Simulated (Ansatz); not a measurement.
Reaction (ligand exchange at a Mg–O bond): `[SiH3][O][Mg][Cl]` + CH₃SH → `C[S][Mg][Cl]` + `O[SiH3]`

Isolated molecules relaxed with PBE0-D4/def2-TZVP in Ansatz; ΔE leaves out vibrations. CCSD(T)/CBS adds triple-zeta CCSD(T) − MP2 to the extrapolated MP2 energy (def2 sets, frozen cores). This one scheme is used for every species. DFT in def2-TZVPP. For Mg outer-core shells are correlated without core-valence functions, which leaves a few kJ/mol of doubt a bond. Each species was taken in one conformer, which may not be the lowest.

```tsv
level	ΔE (eV)
BHLYP	0.45
RPA@PBE/def2-TZVPP	0.47
HF/def2-SVP	0.59
MP2/def2-SVP	0.59
```

Question: What does CCSD(T)/CBS give? (Estimate.)

Answer: Ansatz gave: +0.46 eV. The listed levels differ from it by -0.01, 0.01, 0.13, 0.13 eV.

Largest T1 diagnostic among the species: 0.011.

From BLYP to BHLYP (50 % exact exchange), in def2-TZVPP and without D4, ΔE moves by +0.03 eV. At CCSD(T), def2-SVP lies +0.13 eV from the extrapolated value and def2-TZVPP −0.01 eV.
